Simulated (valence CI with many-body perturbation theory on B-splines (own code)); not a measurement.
# Questions on Te46+

Computed by valence CI with perturbative core correlation (CI+MBPT): four valence electrons over a frozen Dirac-Fock core [He], a basis of 9 s, 9 p, 8 d, 6 f, 3 g, 1 h functions for each j, with the one-electron correlation potential Σ1 (screened to all orders), the two-electron term Σ2, the three-electron term Σ3, Breit, model QED; selected single and double excitations, second order for the rest, scaled by the run's own slope (own B-spline code, finite nucleus).

The last digits are not significant, and no measured levels were compared; by estimate large intervals hold to a few tenths of a per cent, small ones and those within an open d or f shell to about a per cent. Among the levels kept, up to 260 cm⁻¹ of a level comes from second order outside the variational space, and about a tenth of that is noise between levels of different J, which matters for small intervals.

Levels are named by their leading jj configuration (3d3/2^4 stands for four electrons in 3d with j = 3/2), which in mixed levels can hold well under half, so a name can repeat and another be missing.

Rates and lifetimes use the calculated energies. Strong lines usually hold to 10 to 20 %, long lifetimes can be off by a factor of two.

Task: What is the ground level?

Result: (2s^2 2p1/2^2) J=0, composition 71 % 2s2 2p2 3P + 29 % 2s2 2p2 1S.

Task: What are the static dipole polarisabilities of the lowest levels?

Result: (2s^2 2p1/2^2) J=0 0.000530 bohr³, of which the core gives 1.08e-06.

Task: How well does LS coupling describe the low levels?

Result: Among the lowest 20 levels the leading LS term, summed over configurations, holds 66 % on average. For single configurations the figures are 66 % in LS and 99 % in jj coupling. Terms mix most in the J = 1 level at 513.9 eV, where the leading one holds 37 %.

Task: Where does the other parity begin?

Result: At (2s 2p1/2^2 2p3/2) J=2, 455.3 eV.

Task: Among levels below 5036.0 eV, which E1 lines absorb most strongly from the ground level?

Result: to (2s^2 2p1/2 3d3/2) J=1 at 0.2564 nm, f = 1.32; to (2s 2p1/2^2 3p3/2) J=1 at 0.2509 nm, f = 0.366; to (2s 2p1/2^2 2p3/2) J=1 at 2.413 nm, f = 0.159.
